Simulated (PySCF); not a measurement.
C3H4O3, SMILES C1OC(=O)OC1 (connectivity only; charge and spin as stated), charge +1, multiplicity 2. Geometry optimised at PBE-D3(BJ)/def2-SVP. The multiplicity is an assumed one; no other spin state was optimised. Other conformers were not sampled.

Computed with PySCF with PBE-D3(BJ)/def2-SVP.

Harmonic wavenumbers (cm⁻¹): 135, 208, 431, 616, 724, 746, 751, 780, 885, 897, 991, 1003, 1012, 1079, 1137, 1230, 1292, 1324, 1327, 1546, 2898, 2908, 2956, 2957. Rotational constants (GHz): 7.814, 3.876, 2.725; symmetry number 1.

Task: Work out the zero-point energy and the ideal-gas rigid-rotor harmonic-oscillator thermochemistry at 298.15 K and 1 atm.

Result: ZPE = ½ Σ hcν = ½ × 29833 cm⁻¹ = 42.65 kcal/mol. H − E(el) = 46.49 kcal/mol. Entropy in cal/(mol K): translation 39.34, rotation 25.77, vibration 8.04, spin 1.38, total 74.53. G − E(el) = 24.27 kcal/mol. Cp = 20.42 cal/(mol K). Modes under 150 cm⁻¹ make the vibrational entropy uncertain.
